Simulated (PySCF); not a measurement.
What does the PBE0-D3(BJ)/def2-SVP structure of `C#CC(C#N)C#N` look like in three dimensions?

```xyz
9
C5H2N2 angstrom
C     -1.7313   -1.1008    0.4698
C     -0.7034   -0.4968    0.2830
C      0.5510    0.2300    0.0635
C      1.0002    0.1421   -1.3366
N      1.3673    0.0553   -2.4282
C      0.4538    1.6364    0.4904
N      0.3885    2.7326    0.8478
H     -2.6482   -1.6380    0.6357
H      1.3426   -0.2366    0.6823
```

Any rigid rotation of these coordinates is as good. Atoms count from 1 in this order. The 4 C–C bonds span 1.207 Å (C1≡C2, drawn triple) to 1.473 Å (C3–C4, drawn single), a spread of 0.266 Å.

Bonds between heavy atoms (Å): C1≡C2 1.207, C2–C3 1.466, C3–C4 1.473, C4≡N5 1.155, C3–C6 1.473, C6≡N7 1.155.

Method: PySCF 2.14.0, PBE0-D3(BJ)/def2-SVP geometry optimisation, gas phase.

Point group: Cs (tolerance 0.08 Å). PBE0-D3(BJ)/def2-SVP frequencies: not computed here.

On one thread, Arm Neoverse V2 (shared host), this took 22 s. That covers the optimisation of the geometry.
